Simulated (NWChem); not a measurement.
hydrogen sulfate (HSO4 anion); SMILES O=S(=O)([O-])O

```xyz
6

O     -0.0635    -1.2876    -0.8234
S      0.0060     0.1720     0.0764
O      0.0549    -0.3424     1.4785
O     -1.2442     0.8746    -0.2956
O      1.2498     0.8265    -0.3944
H      0.0091    -1.9670    -0.1399
```
Atoms are numbered in this order, from 1.

Sets without diffuse functions describe the anion's extra electron poorly. Structure relaxed at the B3LYP/def2-SVPD level.

Question: Give the principal values of the shielding tensors (ppm) of O1, S2, O3, O4, O5 from PBE0/cc-pVDZ, GIAO (NWChem), with their diamagnetic and paramagnetic parts as GIAO splits them.

Answer: 
```
atom    σ11    σ22    σ33  isotropic  diamagnetic  paramagnetic
----  -----  -----  -----  ---------  -----------  ------------
O1     17.7   39.7  316.7      124.7        391.3        -266.7
S2    131.5  228.6  302.7      220.9       1059.9        -838.9
O3     23.4   95.5  201.6      106.9        402.0        -295.1
O4     52.3  100.3  180.8      111.1        402.4        -291.2
O5     48.8   98.7  179.3      108.9        402.4        -293.5
```
